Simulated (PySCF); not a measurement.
## UHF on Ce (cerium, neutral)

Configuration: [Xe] 4f1 5d2 6s1, one real determinant (an excited configuration). Computed with PySCF 2.14 in x2c-TZVPPall (11s7p7d4f2g, 113 functions), with the spin-free X2C one-electron Hamiltonian (Gaussian nucleus).

```json
{"Total energy": "-8856.300104 hartree", "One-electron energy": "-12080.1248 hartree", "Hartree (Coulomb) energy": "3432.7199 hartree", "Exchange energy": "-208.8952 hartree", "⟨S²⟩": "6.0091", "⟨L²⟩": "24.090", "Sum of ⟨r⟩": "43.99 bohr", "Sum of ⟨r²⟩": "88.36 bohr²", "Traceless quadrupole moment −½Σ⟨3z² − r²⟩ along its main axis": "-0.135 e·bohr²", "Langevin diamagnetic susceptibility": "-70.0 ×10⁻⁶ cm³/mol"}
```

```
shell  electrons  mean orbital energy (hartree)  spread (hartree)  rms radius, mean of both spins (bohr)
 1s α          1                    -1493.47066                 0                                 0.0280
 1s β          1                    -1493.47055                 0                                 0.0280
 2s α          1                     -243.10462                 0                                  0.114
 2s β          1                     -243.10073                 0                                  0.114
 2p α          3                     -217.69517           0.00588                                  0.102
 2p β          3                     -217.69200           0.00612                                  0.102
 3s α          1                      -54.01769                 0                                  0.296
 3s β          1                      -54.00066                 0                                  0.296
 3p α          3                      -45.72683           0.02181                                  0.297
 3p β          3                      -45.70835           0.03880                                  0.297
 3d α          5                      -33.83458           0.01872                                  0.274
 3d β          5                      -33.81237           0.03763                                  0.274
 4s α          1                      -11.63561                 0                                  0.676
 4s β          1                      -11.58088                 0                                  0.676
 4p α          3                       -8.82130           0.01485                                  0.718
 4p β          3                       -8.76131           0.07058                                  0.718
 4d α          5                       -4.62953           0.08966                                  0.801
 4d β          5                       -4.54867           0.08397                                  0.801
 5s α          1                       -1.83360                 0                                   1.64
 5s β          1                       -1.76912                 0                                   1.64
 5p α          3                       -1.05678           0.01272                                   1.90
 5p β          3                       -0.97187           0.03240                                   1.90
 4f α          1                       -0.46752                 0                                   1.22
 5d α          2                       -0.20831           0.00260                                   3.32
 6s α          1                       -0.18070                 0                                   5.08
```

⟨L²⟩ = 24.09 against 42 for a pure I term, so this real determinant mixes terms. Spin-orbit coupling, absent here, splits the open shell strongly.

Densities and radii are taken from the X2C orbitals without a picture-change correction, which distorts them close to the nucleus.

Spin-orbit constants ζ (cm⁻¹) from the X2C one-electron operator on these orbitals: bare nucleus, nucleus screened by l(l+1)(2l+1)/3 electrons, and screened by the Breit-Pauli mean field of the electrons.

```
shell     bare  screened nucleus  mean field
   2p  2347000           2266000         n/a
   3p   466700            450600         n/a
   3d    72170             59730         n/a
   4p    98010             94630         n/a
   4d    12440             10300         n/a
   4f     1437             743.1         n/a
   5p    12930             12480         n/a
   5d    670.9             555.2         n/a
```

To first order the Landé constant is A = 162.3 cm⁻¹, so the lowest level has J = 4 and lies 0.282 eV below the centre of the term. This holds in LS coupling only.
